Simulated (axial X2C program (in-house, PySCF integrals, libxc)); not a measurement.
**SnF⁺: bond constants with and without spin–orbit coupling**

Computed with an in-house relativistic program for diatomic molecules. Spin-free means the one-electron spin-free X2C Hamiltonian; two-component (2c) means X2C with spin–orbit coupling and atomic mean-field two-electron Coulomb and Gaunt terms, so the difference of the two also holds small scalar two-electron terms. Basis: Sn dyall-cv3z [11s12p9d4f1g], F dyall-av3z [7s6p3d2f] (cores contracted in-house); Gaussian nuclei, density fitting, unrestricted open shells. Masses: Sn 119.902 u, F 18.998 u.

State, spin-free: M_S = 0, Λ = 0 (closed shell); electrons by block: σα: 13, σβ: 13, π+α: 6, π+β: 6, π-α: 6, π-β: 6, δ+α: 2, δ+β: 2, δ-α: 2, δ-β: 2. Fragments: Sn+ + F.

State, 2c: Ω = 0 (closed shell); electrons by block: 1/2: 19, -1/2: 19, 3/2: 8, -3/2: 8, 5/2: 2, -5/2: 2. Fragments: Sn+ + F.

```tsv
Hamiltonian	level	Re (Å)	ωe (cm⁻¹)	ωexe (cm⁻¹)	αe (cm⁻¹)	De (eV)	D0 (eV)	k (mdyn/Å)	μ (D)
spin-free	PBE0	1.875	690.0	2.61	0.00166	5.10	5.05	4.6	-3.28
spin-free	HF	1.853	733.6	2.68	0.00164	3.18	3.14	5.2	-3.49
spin-free	MP2	1.886	688.0	2.54	0.00161	5.50	5.46	4.57	n/a
spin-free	CCSD	1.877	700.7	2.59	0.00162	4.98	4.94	4.74	n/a
spin-free	CCSD(T)	1.884	688.4	2.61	0.00164	5.15	5.11	4.58	n/a
spin-free	BLYP	1.914	637.1	2.56	0.00168	5.41	5.37	3.92	-3.29
2c	PBE0	1.875	689.6	2.61	0.00166	n/a	n/a	4.59	-3.27
2c	HF	1.853	733.5	2.68	0.00164	2.83	2.78	5.2	-3.48
2c	MP2	1.886	687.7	2.54	0.00161	5.18	5.14	4.57	n/a
2c	CCSD	1.878	700.4	2.59	0.00162	4.66	4.62	4.74	n/a
2c	CCSD(T)	1.885	688.0	2.62	0.00164	4.83	4.79	4.57	n/a
2c	BLYP	1.914	636.4	2.57	0.00168	n/a	n/a	3.91	-3.28
```

Correlated methods: 10 electrons correlated (number of frozen shells: Sn 4 s, 3 p, 2 d; F 1 s), 258 virtual spin orbitals or spinors in MP2, 90 natural virtuals in coupled cluster.

Dipoles are positive if F is the positive end and refer to the centre of mass.

The state is one determinant whose occupation by symmetry is held fixed; it was picked as the lowest of a PBE0 search that is not exhaustive. The closed shell is kept restricted, so the energy runs too high when the bond is stretched far. De is counted from the lowest determinant-based energies of the atoms at the same level, without counterpoise correction. De is not given where an atomic determinant may have missed its ground term or J level, or where the truncated virtual space spoils (T). CCSD and (T) use frozen natural virtuals with an MP2 correction for the truncation; (T) itself is uncorrected, so its De runs slightly low. The functionals have no current-density term, which raises determinants with orbital currents, atoms included. With the outer-core shells frozen, correlated bond lengths of heavy atoms tend to come out a few hundredths of an ångström too long.

Rough cost a point (2c) on 1 thread(s) of a shared host, integrals apart: PBE0 0.4 s, HF 0.21 s, CCSD(T) 5 s, BLYP 0.29 s.

The whole task took 120 s on 1 thread of Intel(R) Xeon(R) Processor @ 2.30GHz, on a shared host.
